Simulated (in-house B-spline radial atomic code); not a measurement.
Successive ionisation energies of thallium; each step leads to the configuration of the next row (after the last: [Kr] 4d10 4f14 5s2 5p1). NIST's values go from ground level to ground level; the uncertainty of those that are theory runs from under 0.1 % in few-electron ions to several per cent in heavy many-electron ones. Computed with a B-spline radial code for spherical atoms: non-relativistic Hartree-Fock, average of the configuration, point nuclei.

This level leaves out relativity, spin-orbit splitting included, which matters for heavy ions.

| ion | configuration | ionisation energy (eV) | tabulated value (eV) | tabulated kind | computed minus tabulated (eV) | highest orbital | largest mean radius (bohr) |
| --- | --- | --- | --- | --- | --- | --- | --- |
| Tl | [Xe] 4f14 5d10 6s2 6p1 | 5.1 | 6.108287 | measured | -1.0 | 6p | 3.9263 |
| Tl+ | [Xe] 4f14 5d10 6s2 | 15.7 | 20.4283 | measured | -4.7 | 6s | 2.8097 |
| Tl2+ | [Xe] 4f14 5d10 6s1 | 24.5 | 29.852 | measured | -5.3 | 6s | 2.638 |
| Tl3+ | [Xe] 4f14 5d10 | 51.8 | 51.14 | measured | 0.6 | 5d | 1.3149 |
| Tl4+ | [Xe] 4f14 5d9 | 67.7 | 62.6 | measured | 5.1 | 5d | 1.2772 |
| Tl5+ | [Xe] 4f14 5d8 | ? | ? | tabulated theory | ? | ? | ? |
| Tl6+ | [Xe] 4f14 5d7 | 101.7 | 97.9 | tabulated theory | 3.8 | 5d | 1.2152 |
| Tl7+ | [Xe] 4f14 5d6 | 119.7 | 116 | tabulated theory | 3.7 | 5d | 1.1886 |
| Tl8+ | [Xe] 4f14 5d5 | 138.3 | 135 | tabulated theory | 3.3 | 5d | 1.1644 |
| Tl9+ | [Xe] 4f14 5d4 | 157.5 | 158 | tabulated theory | -0.5 | 5d | 1.142 |
| Tl10+ | [Xe] 4f14 5d3 | 177.2 | 177 | tabulated theory | 0.2 | 5d | 1.1211 |
| Tl11+ | [Xe] 4f14 5d2 | 197.5 | 198 | tabulated theory | -0.5 | 5d | 1.1017 |
| Tl12+ | [Xe] 4f14 5d1 | ? | ? | semi-empirical | ? | ? | ? |
| Tl13+ | [Xe] 4f14 | 303.2 | 306.9 | semi-empirical | -3.7 | 5p | 0.95957 |
| Tl14+ | [Kr] 4d10 4f14 5s2 5p5 | 326.6 | 340 | tabulated theory | -13.4 | 5p | 0.9486 |
| Tl15+ | [Kr] 4d10 4f14 5s2 5p4 | 350.3 | 366 | tabulated theory | -15.7 | 5p | 0.9385 |
| Tl16+ | [Kr] 4d10 4f14 5s2 5p3 | ? | ? | tabulated theory | ? | ? | ? |
| Tl17+ | [Kr] 4d10 4f14 5s2 5p2 | 399.0 | 439 | tabulated theory | -40.0 | 5p | 0.91935 |

Fill in the row of Tl5+.

ionisation energy (eV): 84.3; tabulated value (eV): 80; computed minus tabulated (eV): 4.3; highest orbital: 5d; largest mean radius (bohr): 1.2445.

Fill in the row of Tl12+.

ionisation energy (eV): 218.3; tabulated value (eV): 218.3; computed minus tabulated (eV): 0.0; highest orbital: 5d; largest mean radius (bohr): 1.0834.

Fill in the row of Tl16+.

ionisation energy (eV): 374.5; tabulated value (eV): 392; computed minus tabulated (eV): -17.5; highest orbital: 5p; largest mean radius (bohr): 0.92876.

Where is the largest jump?

From Tl to Tl+, by a factor of 3.10 (5.0674 to 15.709 eV); the highest orbital goes from 6p to 6s.

How far is this level of theory from the measured and semi-empirical values?

Over those 7 rows the differences run from -5.34 to +5.06 eV (mean absolute value 2.9 eV). The calculation leaves out relativity, correlation and, in open shells, the multiplet splittings that an average leaves out.
